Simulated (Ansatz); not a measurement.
Gas-phase electronic energies from Ansatz, PBE0-D4/def2-TZVP geometries. CCSD(T)/CBS is the MP2 limit (def2-TZVPP, def2-QZVPP) plus CCSD(T) − MP2 in def2-TZVPP, frozen cores. DFT in def2-TZVPP. B3LYP here is the variant with VWN-RPA as its local correlation; programs differ in this. Elements past krypton have def2 core potentials. For Sn, Zr outer-core shells are correlated without core-valence functions, which leaves a few kJ/mol of doubt a bond. Each species was taken in one conformer, which may not be the lowest.

Consider the substitution at a C–O bond: `CC(C)[O][Sn][SH]` + `C[O][Zr]([NH2])([Cl])[O]C` → `C[O][Zr]([Cl])([NH]C(C)C)[O]C` + `[OH][Sn][SH]`.

```tsv
level	ΔE (kcal/mol)	difference from CCSD(T)/CBS
PBE0-D4	-2.4	0.3
ωB97X-V	-2.2	0.5
r2SCAN	-1.7	1.0
B3LYP	-0.8	1.9
HF/def2-TZVPP	-0.2	2.5
SCS-MP2/def2-TZVPP	-3.4	-0.7
CCSD/def2-TZVPP	-3.1	-0.4
HF/def2-QZVPP	0.0	2.7
MP2/def2-QZVPP	-3.7	-1.0
CCSD/CBS(def2)	-2.5	0.2
CCSD(T)/CBS	-2.7	0
```

Largest T1 diagnostic among the species: 0.017.

In def2-TZVPP, CCSD(T) changes the Hartree–Fock value by −3.1 kcal/mol (the triples alone add −0.3 kcal/mol) and MP2 by −3.9 kcal/mol.
